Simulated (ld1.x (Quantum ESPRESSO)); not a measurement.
**An all-electron radial function and its pseudo partner (H)**

Columns: radius, all-electron u(r) and pseudo u(r) of the 1s shell (level -6.53 eV) of hydrogen in the configuration 1s1; BLYP, scalar-relativistic, TM scheme, ld1.x (Quantum ESPRESSO) 7.5.

```tsv
r (bohr)	all-electron	pseudo
0.047	0.0874	0.0736
0.094	0.1664	0.1460
0.141	0.2376	0.2160
0.188	0.3017	0.2827
0.235	0.3591	0.3451
0.282	0.4103	0.4022
0.329	0.4559	0.4534
0.376	0.4963	0.4985
0.423	0.5319	0.5374
0.470	0.5631	0.5702
0.517	0.5903	0.5976
0.564	0.6137	0.6202
0.611	0.6337	0.6388
0.658	0.6507	0.6541
0.705	0.6648	0.6668
0.752	0.6763	0.6772
0.799	0.6855	0.6858
0.846	0.6924	0.6925
0.893	0.6975	0.6975
0.940	0.7008	0.7008
0.987	0.7024	0.7024
1.034	0.7026	0.7026
1.081	0.7014	0.7014
1.128	0.6991	0.6991
1.175	0.6956	0.6956
1.222	0.6913	0.6913
```

(1) How many radial nodes do the two functions have?

(2) At about which radius was the pseudo-wave matched?

(3) Where does each function peak?

(4) Is the pseudo-wave norm-conserving?

Results:

(1) The all-electron 1s function has n − l − 1 = 0; the pseudo-wave has 0.

(2) 0.94 bohr. The columns agree to 0.0005 from 0.80 bohr on; several derivatives are matched, so the curves merge somewhat inside the radius.

(3) Outermost all-electron maximum near 1.03 bohr, pseudo maximum near 1.03 bohr (to the table’s step).

(4) Yes: the TM scheme keeps the norm inside the radius equal to the all-electron one, which fixes the energy derivative of the logarithmic derivative at the level.
